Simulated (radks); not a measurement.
Neutral thallium, configuration [Hg] 6p1. Method: non-relativistic Kohn-Sham, BLYP, spin-unpolarised, spherical densities, point nucleus; relativity is left out, which matters for an element this heavy; computed with a radial shooting solver on a logarithmic mesh with Libxc functionals.

Local quantities along the radius. ELF = 1/(1 + alpha^2) is the electron localisation function; alpha = (tau - tau_W)/tau_unif compares the Pauli kinetic energy density with that of the uniform gas.

r (bohr)     ELF    alpha
0.0007287  0.999  0.02283
0.0009955  0.999  0.02419
0.001371   0.999  0.02625
0.001888   0.999  0.02939
0.002579   0.999  0.03419
0.003552   0.998  0.04232
0.004853   0.997  0.05632
0.006683   0.993  0.08413
0.00913    0.980   0.1428
0.01257    0.922   0.2902
0.01731    0.691   0.6683
0.02365    0.375    1.290
0.03257    0.384    1.266
0.0445     0.641   0.7480
0.06129    0.694   0.6644
0.0844     0.436    1.139
0.1153     0.452    1.100
0.1588     0.691   0.6683
0.2169     0.432    1.147
0.2987     0.415    1.188
0.4114     0.726   0.6143
0.562      0.482    1.037
0.774      0.329    1.427
1.057      0.703   0.6499
1.456      0.559   0.8890
1.989      0.289    1.567
2.74       0.332    1.417
3.773      0.471    1.059
5.154      0.237    1.792
7.098      0.039    4.971
9.697      0.004    16.19
13.35      0.000    90.83

On this mesh the ELF has minima near r = 0.028, 0.098, 0.25, 0.66, 2.3 bohr, which separate the shells, and maxima near 0.052 (0.71), 0.16 (0.69), 0.41 (0.73), 1.1 (0.70), 3.8 (0.47).

Self-consistent cycle (total energy in hartree, residual of the potential): 1: -18963.36382, 5e+00; 2: -18965.71146, 3e+00; 3: -18966.39562, 9e-01; 4: -18966.40812, 2e-01; 5: -18966.40965, 6e-02; 6: -18966.41040, 2e-02; 7: -18966.41050, 2e-04; 8: -18966.41050, 6e-04; 9: -18966.41050, 6e-06; 10: -18966.41050, 3e-06; 11: -18966.41050, 7e-06; 12: -18966.41050, 6e-08; 13: -18966.41050, 7e-09.
